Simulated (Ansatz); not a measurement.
Cartesian coordinates in Å:
```
C -0.027 -1.034 -1.365
Ga 1.033 0.162 -0.166
C 0.087 1.040 1.358
H -0.492 -1.819 -0.761
H 0.572 -1.495 -2.150
H -0.827 -0.447 -1.827
H -0.417 0.272 1.954
H 0.751 1.614 2.002
H -0.680 1.708 0.954
```

Charge 0, multiplicity 2.

Q: List the r2SCAN/def2-TZVPP orbital energies in eV (Ansatz 0.2.0). (Best estimate.)

A: The calculation gave: α occupied: -10121.67, -1243.83, -1100.27, -1100.20, -1100.15, -272.51, -272.51, -147.40, -100.36, -100.12, -99.99, -20.01, -19.89, -19.86, -19.78, -19.69, -17.66, -17.30, -10.14, -10.05, -9.86, -9.80, -9.79, -6.82, -4.25. α empty: -1.82, 1.03, 1.31, 2.58, 2.93, 3.03, 3.65, 3.73. β occupied: -10121.64, -1243.83, -1100.27, -1100.17, -1100.14, -272.44, -272.44, -147.38, -100.34, -100.08, -99.98, -19.94, -19.79, -19.76, -19.76, -19.60, -17.50, -17.16, -10.01, -9.99, -9.74, -9.73, -9.38, -6.47. β empty: -2.37, -1.19, 1.22, 1.60, 2.80, 3.04, 3.25, 3.80. ⟨S²⟩ = 0.753.
